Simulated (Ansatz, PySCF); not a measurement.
System: C4H7O, net charge -1, singlet state. It need not be the lowest isomer of its formula. Whether it binds its extra electron was not tested at this geometry. 
Coordinates optimised at B3LYP-D3(BJ)/def2-TZVP (Ansatz, a quantum-chemistry and plane-wave program):
```
C
H 1 1.0956
H 1 1.0957 2 104.51
C 1 1.5209 2 108.46 3 115.60
H 4 1.0997 1 111.45 2 -177.26
H 4 1.0999 5 105.79 1 121.25
C 1 1.5288 2 109.64 3 -117.41
H 7 1.0948 1 111.18 2 -63.40
H 7 1.0948 8 106.93 1 121.55
H 7 1.1008 8 107.48 9 115.15
C 4 1.6408 5 105.43 6 111.31
O 11 1.2348 4 111.81 5 124.67
```
Charge -1, spin multiplicity 1.

Total electronic energies in hartree. Correlated levels leave the core frozen unless marked. Spin-orbit coupling is left out. No relativistic terms. CBS(X,Y): correlation extrapolated as X^-3; Hartree-Fock from the larger set. The bracket is a focal-point correction in the basis named.

```tsv
level	program	energy (Eh)
HF/cc-pwCVTZ	Ansatz	-230.40818
revPBE-D4/def2-TZVPD	Ansatz + dftd4	-231.86850
PBE0/def2-TZVPD	PySCF	-231.62525
r2SCAN0/def2-TZVPD	Ansatz	-231.73476
M06-2X/def2-TZVPD	PySCF	-231.79528
SCS-MP2/cc-pwCVTZ	Ansatz	-231.34081
CCSD(T)/6-31G*	Ansatz	-231.07496
CCSD(T)/cc-pVTZ	Ansatz	-231.40971
RI-MP2/CBS(aug-cc-pVTZ,aug-cc-pVQZ)+[CCSD(T)-MP2]/aug-cc-pVDZ	Ansatz	-231.5488
```

Totals of different functionals don't rank their quality; only differences between species are comparable.
